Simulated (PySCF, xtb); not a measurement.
SnOF2, SMILES [O]=[Sn]([F])[F].

Harmonic wavenumbers (cm⁻¹) from GFN2-xTB (xtb) at its own minimum, in rising order: 94, 116, 125, 356, 444, 740.

Task: What does B3LYP-D3(BJ)/def2-SVP (PySCF) give at its own minimum? (The exact figures need the calculation; the answer reports its results.)

Result: 145, 148, 192, 634, 643, 809. Paired by order, the mean absolute difference is 116 cm⁻¹ and the zero-point energies are 2.7 and 3.7 kcal/mol.
